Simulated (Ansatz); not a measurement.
The same ligand exchange along the group F, Cl, Br.

Gas-phase electronic energies from Ansatz, PBE0-D4/def2-TZVP geometries. CCSD(T)/CBS adds triple-zeta CCSD(T) − MP2 to the extrapolated MP2 energy (def2 sets, frozen cores). This one scheme is used for every species. Functionals use def2-TZVPP. B3LYP here is the variant with VWN-RPA as its local correlation; programs differ in this. def2 core potentials past Kr. For Br, In outer-core shells are correlated without core-valence functions, which leaves a few kJ/mol of doubt a bond. Scalar relativity is left out up to krypton. Each species was taken in one conformer, which may not be the lowest.

```
                                                reaction  CCSD(T)/CBS(def2) (kcal/mol)
     `[F][In]([F])[F]` + NH₃ → `[NH2][In]([F])[F]` + H–F                           4.5
`[Cl][In]([Cl])[Cl]` + NH₃ → `[NH2][In]([Cl])[Cl]` + HCl                          21.9
`[Br][In]([Br])[Br]` + NH₃ → `[NH2][In]([Br])[Br]` + HBr                             ?
```

Q: Fill in the missing values. (Estimate.)

A: Ansatz gave: `[Br][In]([Br])[Br]` + NH₃ → `[NH2][In]([Br])[Br]` + HBr: +27.5 kcal/mol.

Largest T1 diagnostic: 0.018, for `[F][In]([F])[F]`.
